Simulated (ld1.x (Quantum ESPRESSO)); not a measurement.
Reading a pseudo-wave (chlorine)

Columns: radius, all-electron u(r) and pseudo u(r) of the 3p shell (level -8.71 eV) of chlorine in the configuration [Ne] 3s2 3p5; LDA (PZ), scalar-relativistic, RRKJ scheme, ld1.x (Quantum ESPRESSO) 7.5.

```json
{"r (bohr)": "0.075", "all-electron": "0.1350", "pseudo": "-0.0040"}
{"r (bohr)": "0.150", "all-electron": "0.2951", "pseudo": "-0.0161"}
{"r (bohr)": "0.225", "all-electron": "0.3624", "pseudo": "-0.0371"}
{"r (bohr)": "0.300", "all-electron": "0.3405", "pseudo": "-0.0677"}
{"r (bohr)": "0.375", "all-electron": "0.2574", "pseudo": "-0.1084"}
{"r (bohr)": "0.450", "all-electron": "0.1399", "pseudo": "-0.1594"}
{"r (bohr)": "0.525", "all-electron": "0.0080", "pseudo": "-0.2198"}
{"r (bohr)": "0.600", "all-electron": "-0.1250", "pseudo": "-0.2878"}
{"r (bohr)": "0.675", "all-electron": "-0.2505", "pseudo": "-0.3609"}
{"r (bohr)": "0.750", "all-electron": "-0.3639", "pseudo": "-0.4357"}
{"r (bohr)": "0.825", "all-electron": "-0.4626", "pseudo": "-0.5084"}
{"r (bohr)": "0.900", "all-electron": "-0.5460", "pseudo": "-0.5756"}
{"r (bohr)": "0.975", "all-electron": "-0.6144", "pseudo": "-0.6343"}
{"r (bohr)": "1.050", "all-electron": "-0.6686", "pseudo": "-0.6827"}
{"r (bohr)": "1.125", "all-electron": "-0.7098", "pseudo": "-0.7198"}
{"r (bohr)": "1.200", "all-electron": "-0.7394", "pseudo": "-0.7461"}
{"r (bohr)": "1.275", "all-electron": "-0.7588", "pseudo": "-0.7626"}
{"r (bohr)": "1.350", "all-electron": "-0.7694", "pseudo": "-0.7710"}
{"r (bohr)": "1.425", "all-electron": "-0.7727", "pseudo": "-0.7731"}
{"r (bohr)": "1.500", "all-electron": "-0.7698", "pseudo": "-0.7698"}
{"r (bohr)": "1.575", "all-electron": "-0.7617", "pseudo": "-0.7617"}
{"r (bohr)": "1.650", "all-electron": "-0.7495", "pseudo": "-0.7495"}
{"r (bohr)": "1.725", "all-electron": "-0.7340", "pseudo": "-0.7340"}
{"r (bohr)": "1.800", "all-electron": "-0.7159", "pseudo": "-0.7159"}
{"r (bohr)": "1.875", "all-electron": "-0.6958", "pseudo": "-0.6958"}
{"r (bohr)": "1.950", "all-electron": "-0.6743", "pseudo": "-0.6743"}
```

(1) How many radial nodes do the two functions have?

(2) At about which radius was the pseudo-wave matched?

(3) Is the pseudo-wave norm-conserving?

Results:

(1) The all-electron 3p function has n − l − 1 = 1; the pseudo-wave has 0, since the states of the same l below it are removed with the core.

(2) 1.50 bohr, where the columns begin to agree (steps of 0.07 bohr).

(3) Yes: the RRKJ scheme keeps the norm inside the radius equal to the all-electron one, which fixes the energy derivative of the logarithmic derivative at the level.
